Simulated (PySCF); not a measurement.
# Ca: ionisation energy

Ca [Ar] 4s2 (1S) → Ca⁺ [Ar] 4s1 (2S), as a difference of total energies. Computed with PySCF 2.14 in cc-pVTZ-X2C, with the spin-free X2C one-electron Hamiltonian (Gaussian nucleus). Correlated levels: valence: [Ar] frozen. The calculations carry no spin-orbit coupling.

```json
{"method": "UHF", "ionisation energy (eV)": "5.141"}
{"method": "M06-L", "ionisation energy (eV)": "6.114"}
{"method": "BP86", "ionisation energy (eV)": "6.207"}
{"method": "MP2 (valence)", "ionisation energy (eV)": "5.684"}
{"method": "SCS-MP2 (valence)", "ionisation energy (eV)": "5.793"}
{"method": "CCSD (valence)", "ionisation energy (eV)": "5.920"}
```

Errors of the correlated levels include the incompleteness of this basis and the frozen core.

With two correlated electrons CCSD is exact in that space.

Which method comes closest to the reference value, and which is furthest?

The reference is 6.113 eV (measured; NIST Atomic Spectra Database, ionization energies). Closest: M06-L (error 0.001 eV); furthest: UHF (error -0.972 eV).
